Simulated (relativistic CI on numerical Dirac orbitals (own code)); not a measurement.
## Line list: Forbidden lines, Lu²²⁺

These numbers are calculated, not measured: Dirac-Coulomb-Breit CI, orbitals from a KLI potential per configuration, model QED (radiative potential, 1s self-energy scaled to tabulated hydrogen-like ionisation energies), unscaled Slater integrals (own radial code, finite nucleus).

Configuration list (outside the closed core [Ar] 3d10): 4s²4p⁶4d¹⁰4f³, 4s²4p⁶4d¹⁰4f²5s, 4s²4p⁶4d¹⁰4f5s², 4s²4p⁶4d⁹4f⁴, 4s²4p⁶4d¹⁰4f²5p, 4s²4p⁶4d¹⁰4f5s5p, 4s²4p⁶4d¹⁰4f5p², 4s²4p⁶4d¹⁰4f²5d, 4s²4p⁶4d¹⁰4f5s5d, 4s²4p⁵4d¹⁰4f⁴, 4s²4p⁶4d¹⁰4f5p5d, 4s²4p⁶4d⁹4f²5s², 4s²4p⁶4d⁹4f³5s, 4s²4p⁶4d¹⁰4f²5f, 4s²4p⁶4d⁹4f²5s5p, 4s²4p⁶4d¹⁰4f5d², 4s²4p⁶4d¹⁰4f²6s, 4s4p⁶4d¹⁰4f⁴, 4s²4p⁶4d⁹4f³5p, 4s²4p⁶4d¹⁰4f²6p, 4s²4p⁶4d¹⁰4f²5g, 4s²4p⁶4d¹⁰4f²6d, 4s²4p⁵4d¹⁰4f²5s², 4s²4p⁶4d¹⁰4f²6f, 4s²4p⁶4d⁸4f³5s², 4s²4p⁶4d¹⁰4f²7s, 4s²4p⁶4d¹⁰4f²7p, 4s²4p⁵4d¹⁰4f²5s5p, 4s4p⁶4d¹⁰4f²5s². Levels of other configurations are missing.

```csv
λ vac (nm),Lower,Upper,Type,A (s⁻¹),log gf
211.56,4s²4p⁶4d¹⁰4f³ ⁴I°11/2 [2],4s²4p⁶4d¹⁰4f³ ²K°13/2 [14],M1,1.83e+02,-5.77
220.99,4s²4p⁶4d¹⁰4f³ ⁴I°13/2 [3],4s²4p⁶4d¹⁰4f³ ²K°15/2 [18],M1,1.25e+02,-5.84
221.93,4s²4p⁶4d¹⁰4f³ ⁴I°11/2 [2],4s²4p⁶4d¹⁰4f³ ²H°11/2 [13],M1,5.41e+01,-6.32
233.72,4s²4p⁶4d¹⁰4f³ ⁴I°11/2 [2],4s²4p⁶4d¹⁰4f³ ⁴F°9/2 [11],M1,3.44e+01,-6.55
263.98,4s²4p⁶4d¹⁰4f³ ⁴I°9/2 [1],4s²4p⁶4d¹⁰4f³ ²H°9/2 [6],M1,1.58e+02,-5.78
286.39,4s²4p⁶4d¹⁰4f³ ²K°13/2 [14],4s²4p⁶4d¹⁰4f³ ²L°15/2 [28],M1,1.47e+02,-5.54
287.65,4s²4p⁶4d¹⁰4f³ ⁴I°13/2 [3],4s²4p⁶4d¹⁰4f³ ²K°13/2 [14],M1,5.52e+01,-6.02
295.49,4s²4p⁶4d¹⁰4f³ ⁴I°15/2 [5],4s²4p⁶4d¹⁰4f³ ²K°15/2 [18],M1,1.22e+02,-5.59
307.18,4s²4p⁶4d¹⁰4f³ ⁴I°13/2 [3],4s²4p⁶4d¹⁰4f³ ²H°11/2 [13],M1,6.59e+01,-5.95
315.68,4s²4p⁶4d¹⁰4f³ ²H°9/2 [6],4s²4p⁶4d¹⁰4f³ ⁴G°9/2 [17],M1,5.11e+01,-6.12
372.72,4s²4p⁶4d¹⁰4f³ ²D°3/2 [16],4s²4p⁶4d¹⁰4f³ ²D°3/2 [27],M1,2.11e+02,-5.76
390.81,4s²4p⁶4d¹⁰4f³ ⁴F°9/2 [11],4s²4p⁶4d¹⁰4f³ ²G°9/2 [22],M1,1.67e+02,-5.42
409.32,4s²4p⁶4d¹⁰4f³ ²K°15/2 [18],4s²4p⁶4d¹⁰4f³ ²L°15/2 [28],M1,8.91e+01,-5.45
413.62,4s²4p⁶4d¹⁰4f³ ⁴I°11/2 [2],4s²4p⁶4d¹⁰4f³ ²H°9/2 [6],M1,3.79e+01,-6.01
461.42,4s²4p⁶4d¹⁰4f³ ⁴S°3/2 [9],4s²4p⁶4d¹⁰4f³ ²D°3/2 [16],M1,1.47e+02,-5.73
478.88,4s²4p⁶4d¹⁰4f³ ²H°9/2 [6],4s²4p⁶4d¹⁰4f³ ²H°11/2 [13],M1,7.69e+01,-5.50
537.35,4s²4p⁶4d¹⁰4f³ ²H°9/2 [6],4s²4p⁶4d¹⁰4f³ ⁴F°9/2 [11],M1,8.74e+01,-5.42
729.66,4s²4p⁶4d¹⁰4f³ ⁴I°9/2 [1],4s²4p⁶4d¹⁰4f³ ⁴I°11/2 [2],M1,1.00e+02,-5.02
799.73,4s²4p⁶4d¹⁰4f³ ⁴I°11/2 [2],4s²4p⁶4d¹⁰4f³ ⁴I°13/2 [3],M1,8.84e+01,-4.93
876.51,4s²4p⁶4d¹⁰4f³ ⁴I°13/2 [3],4s²4p⁶4d¹⁰4f³ ⁴I°15/2 [5],M1,4.47e+01,-5.08
```

Terms are leading LS components. Brackets give the number of a level in order of energy, since labels repeat. The list gives strong lines, with weight on those to low levels, among the lowest 400 of 9879 levels, so that lines to higher ones, which can be the strongest, are missing. Levels whose partners in the same complex of configurations lie outside the list can be far off, and so can their lines. Rates are taken at the computed energies, electric ones in the length gauge.

At this charge transitions that keep the count of f electrons are usually good to a few per cent. Terms inside the open d or f shell come out 10 to 20 % too wide with unscaled integrals. Levels that differ in their count of f electrons can be misplaced by several ten thousand cm⁻¹, since the correlation energy of f electrons is missing or only estimated; rates across such gaps can be off by orders of magnitude.

LS names give the leading component of a level, which can be under half, so a name can repeat, a term be missing and a line seem to break the LS rules.
